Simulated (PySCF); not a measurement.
## Correlation energy of Ge (germanium, neutral)

[Ar] 3d10 4s2 4p1 5s1, high-spin 3P determinant (an excited configuration). Computed with PySCF 2.14 in aug-cc-pwCVTZ-PP with ECP10MDF, with a scalar-relativistic core potential. Frozen: 3s2 3p6 3d10; 4 electrons correlated.

```csv
level,correlation energy (mhartree)
CCSD,-60.26
(T),-1.61
CCSD(T),-61.87
```

Diagnostics: T1 = 0.017, D1 = 0.0439, largest double amplitude 0.084.

The outer electron is Rydberg-like, and this basis confines it to a smaller radius and binds it less than a complete one would.

Cost of the coupled-cluster step: of the order of 15 core-seconds, for 4 correlated electrons.

Iterations:

```
CC2 = 0
CCSD nocc = (np.int64(3), np.int64(1)), nmo = (87, 87)
frozen orbitals [[0, 1, 2, 3, 4, 5, 6, 7, 8], [0, 1, 2, 3, 4, 5, 6, 7, 8]]
max_cycle = 100
direct = 0
conv_tol = 1e-08
conv_tol_normt = 1e-06
diis_space = 8
diis_start_cycle = 0
Init t2, MP2 energy = -0.0461165394218825
Init E_corr(UCCSD) = -0.0461165394219649
cycle = 1  E_corr(UCCSD) = -0.0553583835493991  dE = -0.00924184413  norm(t1,t2) = 0.0522202
cycle = 2  E_corr(UCCSD) = -0.0583129116861155  dE = -0.00295452814  norm(t1,t2) = 0.0217535
cycle = 3  E_corr(UCCSD) = -0.0602557188182226  dE = -0.00194280713  norm(t1,t2) = 0.0103678
cycle = 4  E_corr(UCCSD) = -0.0602216796454739  dE = 3.40391727e-05  norm(t1,t2) = 0.00275352
cycle = 5  E_corr(UCCSD) = -0.060272046184525  dE = -5.03665391e-05  norm(t1,t2) = 0.00135381
cycle = 6  E_corr(UCCSD) = -0.0602583466803581  dE = 1.36995042e-05  norm(t1,t2) = 0.000360552
cycle = 7  E_corr(UCCSD) = -0.0602595789506565  dE = -1.2322703e-06  norm(t1,t2) = 0.000106068
cycle = 8  E_corr(UCCSD) = -0.0602606705078692  dE = -1.09155721e-06  norm(t1,t2) = 3.65348e-05
cycle = 9  E_corr(UCCSD) = -0.0602597753812405  dE = 8.95126629e-07  norm(t1,t2) = 1.03257e-05
cycle = 10  E_corr(UCCSD) = -0.060260061992583  dE = -2.86611342e-07  norm(t1,t2) = 2.94115e-06
cycle = 11  E_corr(UCCSD) = -0.0602600891214736  dE = -2.71288906e-08  norm(t1,t2) = 1.37923e-06
cycle = 12  E_corr(UCCSD) = -0.0602600703439605  dE = 1.8777513e-08  norm(t1,t2) = 8.83626e-07
cycle = 13  E_corr(UCCSD) = -0.0602600713037378  dE = -9.5977723e-10  norm(t1,t2) = 4.21628e-07
UCCSD converged
E(UCCSD) = -293.2487468291763  E_corr = -0.06026007130373776
UCCSD(T) correction = -0.00160692484846602
```
